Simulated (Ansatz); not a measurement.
## Energy profile

The step: SiNH₅S ([NH2][SiH2][SH]) + SiH₄ → Si₂NH₇ ([NH2][SiH2][SiH3]) + H₂S; bonds formed: Si1–Si7, S2–H6; bonds broken: Si1–S2, H6–Si7 (atoms numbered as in the saddle structure below).

| atom | x (Å) | y (Å) | z (Å) |
| --- | --- | --- | --- |
| Si1 | -0.7494 | 0.2404 | 0.6770 |
| S2 | 0.9551 | -0.1626 | 2.5303 |
| H3 | -1.3874 | -0.9168 | 1.3333 |
| H4 | -0.6139 | 1.6696 | 1.0161 |
| N5 | -1.7324 | 0.3795 | -0.7388 |
| H6 | 0.8788 | -0.3370 | 0.7047 |
| Si7 | 1.0584 | -0.5657 | -1.0301 |
| H8 | 1.6943 | 0.9415 | 2.3334 |
| H9 | -2.1872 | -0.4065 | -1.1753 |
| H10 | -1.7344 | 1.1970 | -1.3274 |
| H11 | 0.2913 | -1.6759 | -1.6452 |
| H12 | 1.0674 | 0.6451 | -1.8880 |
| H13 | 2.4594 | -1.0085 | -0.7901 |

Electronic energies by CCSD(T) at an estimated basis limit (MP2 extrapolated from triple and quadruple zeta, plus CCSD(T) − MP2 in triple zeta), on PBE0-D4/def2-TZVP structures; Si2NH9S, closed shell; no counterpoise correction. Program: Ansatz 0.2.0. Basis: def2-TZVPP and def2-QZVPP. Cores are frozen in the correlated methods. Extrapolation: Hartree–Fock as exp(−7.88 √X), correlation as X^−2.97.

Q: Give the profile in eV, counted from the separated reactants. (An estimate is asked for; the value comes from the calculation.)

A: The calculation gives:
| point | eV |
| --- | --- |
| separated: SiNH5S (linked as [NH2][SiH2][SH]; Si1, S2, H3, H4, N5, H8, H9, H10; singlet) + SiH4 (H6, Si7, H11, H12, H13; singlet) | 0.000 |
| start structure | -0.089 |
| saddle | 2.565 |
| end structure | 0.708 |
| separated: Si2NH7 (linked as [NH2][SiH2][SiH3]; Si1, H3, H4, N5, Si7, H9, H10, H11, H12, H13; singlet) + H2S (S2, H6, H8; singlet) | 0.784 |

T1 diagnostic: at most 0.014.

For scale, one of the runs: CCSD(T)/def2-TZVPP, 283 basis functions, launched by `ansatz run in.yaml --threads 8 --pin off --events-out ev --progress --plain --max-ram 19148MiB`. The run took 74 s on 8 CPU threads of an AMD EPYC 7R43 (shared host), with 7.6 GiB of host memory at its peak.
